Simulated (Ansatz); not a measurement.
Basis-set extrapolation for BH3O2Si (`O[SiH]1BO1`) (PBE0-D4/def2-TZVP geometry, frozen core, the Gaussian-basis code of Ansatz). Multiplicity 1, RHF reference.

|  | def2-TZVPP | def2-QZVPP |
| --- | --- | --- |
| HF | -465.241768 | -465.259688 |
| MP2 correlation | -0.685300 | -0.739279 |
| CCSD(T) correlation | -0.733170 | not run |

Energies in hartree. Use E(X) = E(∞) + A·exp(−7.88·√X) for Hartree–Fock and E(X) = E(∞) + B·X^(−2.97) for correlation, with X = 3 and 4, and add CCSD(T) minus MP2 of the smaller set to the MP2 limit.

Problem. What is the CCSD(T) energy at the basis-set limit?

Solution. HF limit: -465.259688 + (-0.017920) × 0.13774 = -465.26216. MP2 limit: -0.739279 + (-0.053979) × 0.74074 = -0.77926. Higher-order term: -0.733170 − (-0.685300) = -0.04787. Total: -466.08929 hartree, 300.2 kJ/mol below CCSD(T)/def2-TZVPP.
